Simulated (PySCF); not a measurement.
# Magnetic susceptibility: `C=CC[P@](C)(=O)P`, C₄H₁₀OP₂

Geometry:
```json
{"atom": "C1", "x (Å)": "2.511", "y (Å)": "0.581", "z (Å)": "0.561"}
{"atom": "C2", "x (Å)": "1.680", "y (Å)": "0.628", "z (Å)": "-0.467"}
{"atom": "C3", "x (Å)": "0.660", "y (Å)": "-0.419", "z (Å)": "-0.744"}
{"atom": "P4", "x (Å)": "-0.911", "y (Å)": "0.181", "z (Å)": "0.033"}
{"atom": "C5", "x (Å)": "-2.100", "y (Å)": "-1.205", "z (Å)": "-0.182"}
{"atom": "O6", "x (Å)": "-1.395", "y (Å)": "1.458", "z (Å)": "-0.517"}
{"atom": "P7", "x (Å)": "-0.459", "y (Å)": "0.253", "z (Å)": "2.180"}
{"atom": "H8", "x (Å)": "3.211", "y (Å)": "1.373", "z (Å)": "0.763"}
{"atom": "H9", "x (Å)": "2.534", "y (Å)": "-0.264", "z (Å)": "1.232"}
{"atom": "H10", "x (Å)": "1.664", "y (Å)": "1.485", "z (Å)": "-1.127"}
{"atom": "H11", "x (Å)": "0.932", "y (Å)": "-1.376", "z (Å)": "-0.299"}
{"atom": "H12", "x (Å)": "0.476", "y (Å)": "-0.533", "z (Å)": "-1.814"}
{"atom": "H13", "x (Å)": "-1.752", "y (Å)": "-2.106", "z (Å)": "0.313"}
{"atom": "H14", "x (Å)": "-3.056", "y (Å)": "-0.894", "z (Å)": "0.237"}
{"atom": "H15", "x (Å)": "-2.229", "y (Å)": "-1.383", "z (Å)": "-1.248"}
{"atom": "H16", "x (Å)": "-0.007", "y (Å)": "1.559", "z (Å)": "2.044"}
{"atom": "H17", "x (Å)": "-1.766", "y (Å)": "0.674", "z (Å)": "2.412"}
```

Method: GIAO X3LYP/6-31++G** magnetisability, rotational g tensor and spin-rotation constants, non-relativistic, gas phase in PySCF 2.14.0. Geometry: GFN2-xTB.

Problem. How diamagnetic is it, and how anisotropic?

Solution. Isotropic -1387 × 10⁻³⁰ J/T², or -83.5 × 10⁻⁶ cm³/mol; principal values -1461, -1354, -1345 × 10⁻³⁰ J/T², anisotropy 112 × 10⁻³⁰ J/T² (root of half the summed squared differences of the principal values). The susceptibility is in cgs units.

Problem. Split it along the inertial axes a, b, c into diamagnetic and paramagnetic parts about the centre of mass, with the quadrupole moment.

Solution. 
| axis | χ (10⁻⁶ cm³/mol) | diamagnetic (10⁻⁶ cm³/mol) | paramagnetic (10⁻⁶ cm³/mol) | summed x² of all electrons (Å²) | quadrupole Θ (D Å) |
| --- | --- | --- | --- | --- | --- |
| a | -82.6 | -660.3 | 577.8 | 169.8 | +4.82 |
| b | -83.6 | -948.8 | 865.3 | 101.8 | +1.55 |
| c | -84.4 | -1152.4 | 1068.0 | 53.8 | -6.36 |

Anisotropies 2χaa − χbb − χcc = +2.8 and 2χbb − χaa − χcc = -0.1 × 10⁻⁶ cm³/mol. Θ is traceless in Buckingham's convention.

Problem. And the rotational g tensor?

Solution. 
```tsv
axis	rotational constant (GHz)	g	nuclear part	electronic part
a	2.1839	-0.0270	0.5658	-0.5928
b	1.4880	-0.0164	0.5885	-0.6049
c	1.1615	-0.0098	0.5730	-0.5827
```
Asymmetric top; isotopes 12C, 1H, 16O, 31P; no vibrational averaging.
